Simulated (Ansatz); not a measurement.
A structure relaxed at PBE0-D4/def2-TZVP, charge 0, multiplicity 1:

Cartesian coordinates in Å:
```
F 1.1690 1.4183 0.0585
Mo 0.0148 -0.0055 -0.0084
F -0.2316 0.4447 -1.7692
F -0.3307 -1.7277 -0.5360
F 1.0698 -0.7540 1.2917
S -1.6913 0.6241 0.9635
```

Question: Give its formula and SMILES.

Answer: F4MoS, `[F][Mo]([F])([F])([F])=[S]`.

Question: Point group (tolerance 0.08 Å, 0.16 Å for H)?

Answer: C4v.

Question: Summarise the bond lengths by kind.

Answer: 4 × F–Mo 1.834 Å; 1 × Mo–S 2.062 Å.

Results of the Gaussian-basis code of Ansatz.
